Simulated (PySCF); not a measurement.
One computed conformer, in vacuum, fast rotation and ring inversion assumed for equivalent nuclei, non-relativistic. σ from GIAO-PBE0/pcSseg-1; geometry: GFN2-xTB; PySCF 2.14.

References, each an isolated molecule treated in the same way: TMS for $^{1}$H (σ = 31.72 ppm) and $^{13}$C (σ = 186.93 ppm). Shifts are as computed. Against solution values, carbons near 30 ppm lie about +3 ppm off and those near 130 ppm about +5 ppm (rms about the fit 2.1 ppm; single classes can miss by 10 ppm). Of 1328 compounds with measured shifts, 309 miss one by over three times the rms of a fit or turn the order of signals round; such compounds aren't used in these exercises. Signals without a measured value on file couldn't be tested in this way; 1H shifts scatter by 0.2 ppm about their fit, and single ones miss by 0.5 ppm. OH and NH positions are gas-phase values without hydrogen bonding to other molecules.

(1) Order these molecules by the shift of their most deshielded carbon-bound hydrogen, lowest δ first.
A. O=Cc1ccc[nH]1
B. CC(=O)/C=C/C#N
C. [H]/N=C\c1ccco1

(2) How many $^{13}$C and $^{1}$H signals does each give (equivalence by symmetry and fast rotation, but not about amide C–N or C=N bonds)? `[H]/N=C\c1ccco1`, `CC(=O)/C=C/C#N`, `O=C(F)C(F)(F)C(=O)F`, `O=Cc1ccc[nH]1`

Results:

(1) B (6.92 ppm, hydrogen on an α carbon of a C=C–C=O unit), C (8.37 ppm, hydrogen on a C=N carbon), A (9.82 ppm, hydrogen on an aldehyde carbonyl carbon).

(2) [H]/N=C\c1ccco1: 5 C, 5 H; CC(=O)/C=C/C#N: 5 C, 3 H; O=C(F)C(F)(F)C(=O)F: 2 C, 0 H; O=Cc1ccc[nH]1: 5 C, 5 H.
